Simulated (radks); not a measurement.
Values are calculated unless marked as measured or tabulated.
Mean orbital radii <r> (bohr) of neutral osmium, [Xe] 4f14 5d6 6s2, of relativity; Dirac values are averaged over j with weights 2j + 1. Spin-unpolarised spherical Kohn-Sham, PBE, point nucleus unless stated (finite: rms radius 5.4126 fm), a radial shooting solver on a logarithmic mesh with Libxc functionals. A level marked "c x" has the speed of light scaled by that factor and shares open shells by 2j + 1; other Dirac levels either fill j = l - 1/2 first or share by 2j + 1.

| shell | non-rel. |
|---|---|
| 3s | 0.2130 |
| 3p | 0.2032 |
| 3d | 0.1779 |
| 4s | 0.4727 |
| 4p | 0.4785 |
| 4d | 0.4914 |
| 5s | 1.106 |
| 4f | 0.5413 |
| 5p | 1.215 |
| 5d | 1.750 |
| 6s | 3.350 |
| 6p (empty) | 4.765 |

Give the values at the level "Dirac, c x 5".

Answer. 
shell       Dirac, c x 5  change of magnitude (%)
3s                0.2123                    -0.34
3p                0.2028                    -0.18
3d                0.1778                    -0.04
4s                0.4711                    -0.33
4p                0.4777                    -0.17
4d                0.4913                    -0.02
5s                 1.103                    -0.34
4f                0.5419                    +0.10
5p                 1.213                    -0.15
5d                 1.752                    +0.14
6s                 3.337                    -0.40
6p (empty)         4.762                    -0.07
